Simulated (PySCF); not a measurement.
C6H11PS.
Numbering: `[CH2:1]=[CH:2][P:3]([CH:4]=[CH2:5])[CH2:6][S:7][CH3:8]` (hydrogens: H9, H10 on C1; H11 on C2; H12 on C4; H13, H14 on C5; H15, H16 on C6; H17, H18, H19 on C8)

Structure used (PBE0-D3(BJ)/def2-SVP), in Å, numbered top down from 1:
```xyz
19
C6H11PS angstrom
C     -2.2003    2.2215   -0.9635
C     -1.6043    1.2472   -0.2716
P     -0.3213    0.1833   -1.0160
C     -0.9006   -1.4619   -0.4910
C     -2.1748   -1.8276   -0.3226
C      1.0150    0.4185    0.2703
S      2.4513   -0.5945   -0.1671
C      3.3704   -0.4963    1.3820
H     -2.9658    2.8598   -0.5099
H     -1.9434    2.4156   -2.0103
H     -1.8870    1.0630    0.7745
H     -0.0955   -2.1997   -0.3792
H     -2.4397   -2.8576   -0.0649
H     -3.0020   -1.1199   -0.4421
H      0.6449    0.1351    1.2702
H      1.2829    1.4879    0.2794
H      4.2910   -1.0807    1.2444
H      2.7988   -0.9286    2.2176
H      3.6463    0.5419    1.6203
```

The closed-shell ground state was solved at several levels (PySCF, density fitting, gas phase, non-relativistic).

```csv
level,basis functions,total energy (Eh),HOMO (eV),LUMO (eV),gap (eV),dipole (D)
CAM-B3LYP/def2-SVPD,259,-974.2277,-7.75,0.56,8.31,2.59
PBE0/pcSseg-1,205,-974.1226,-6.43,-0.59,5.84,2.68
```

(1) What might KT3/pcSseg-1 (205 basis functions) give for the same quantities?

(2) Over all these levels, which gives the widest orbital gap and which the narrowest?

(3) How far do the dipole and the HOMO energy spread over the levels?

Answers

(1) Total energy -983.9443 Eh, HOMO -5.29 eV, LUMO -1.54 eV, gap 3.75 eV, dipole 2.45 D.

(2) CAM-B3LYP/def2-SVPD (range-separated hybrid) has the widest, 8.31 eV, and KT3/pcSseg-1 (GGA) the narrowest, 3.75 eV. Functional and basis both differ between the two, so the spread mixes both effects.

(3) The dipole runs from 2.45 to 2.68 D (mean 2.57 D) and the HOMO from -7.75 to -5.29 eV.

One conformer stands for the species.
